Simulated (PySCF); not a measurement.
## Field gradients at the hydrogen positions

Species: C9H14P (charge +1).
Geometry (GFN2-xTB, Å), atoms numbered from 1 in this order:
```xyz
24
C9H14P angstrom
C     -1.2140    3.6284   -0.4861
C     -0.6199    2.6400   -0.8065
C      0.0936    1.4310   -1.1641
P      0.2096    0.3638    0.3149
C      1.1679    1.2260    1.5830
C      1.0102   -1.1092   -0.1335
C      1.5671   -2.1307   -0.4635
C      2.2256   -3.3390   -0.8472
C     -1.4533    0.0022    0.9635
C     -2.3287   -0.7007   -0.0693
H     -1.7298    4.5104   -0.2439
H      1.1065    1.6664   -1.5083
H     -0.4304    0.8918   -1.9598
H      0.7011    2.1904    1.7854
H      1.1916    0.6304    2.4951
H      2.1875    1.3824    1.2311
H      2.7610   -3.1899   -1.7846
H      1.4926   -4.1344   -0.9794
H      2.9359   -3.6361   -0.0761
H     -1.3246   -0.6226    1.8526
H     -1.8963    0.9545    1.2707
H     -3.2736   -0.9883    0.3844
H     -1.8426   -1.6012   -0.4415
H     -2.5487   -0.0457   -0.9093
```

Level: PBE0/pcSseg-1 (PySCF, non-relativistic); Q(2H) = 0.00286 b; rigid geometry, the same for H and D, with no vibrational averaging.

**Question.** Rank these positions by the coupling χzz of a deuteron there, largest first.
A. H19 (methyl hydrogen)
B. H22 (methyl hydrogen)
C. H20 (methylene hydrogen)
D. H11 (alkyne hydrogen)

**Answer.** D (259 kHz), B (208 kHz), A (203 kHz), C (198 kHz).

**Question.** Give the electric field gradient Vzz (the principal value of largest size), its asymmetry and the 2H coupling at each hydrogen.

**Answer.** 
| atom | bonded to | bond length (Å) | Vzz (au) | η | χzz (kHz) |
| --- | --- | --- | --- | --- | --- |
| H11 | C1 | 1.050 | 0.3861 | 0.01 | 259 |
| H12 | C3 | 1.095 | 0.2907 | 0.03 | 195 |
| H13 | C3 | 1.095 | 0.2915 | 0.02 | 196 |
| H14 | C5 | 1.090 | 0.3008 | 0.03 | 202 |
| H15 | C5 | 1.090 | 0.3049 | 0.04 | 205 |
| H16 | C5 | 1.090 | 0.3039 | 0.04 | 204 |
| H17 | C8 | 1.090 | 0.3025 | 0.04 | 203 |
| H18 | C8 | 1.090 | 0.3028 | 0.04 | 204 |
| H19 | C8 | 1.090 | 0.3027 | 0.04 | 203 |
| H20 | C9 | 1.094 | 0.2941 | 0.04 | 198 |
| H21 | C9 | 1.094 | 0.2922 | 0.04 | 196 |
| H22 | C10 | 1.087 | 0.3099 | 0.04 | 208 |
| H23 | C10 | 1.089 | 0.3051 | 0.04 | 205 |
| H24 | C10 | 1.088 | 0.3086 | 0.04 | 207 |

**Question.** How does χzz go with the bond length over the 14 C–H bonds?

**Answer.** A straight-line fit has a slope of -14.1 kHz for each 0.01 Å, with a correlation coefficient of -1.00, over lengths from 1.050 to 1.095 Å. The longer bonds have the smaller couplings here.

The structure is a single GFN2-xTB conformer in the gas phase; no vibrational or solvent corrections. GFN2-xTB bond lengths can be off by several hundredths of an ångström, more for odd bonds, and the gradients follow them. These gradients aren't converged with respect to the basis.
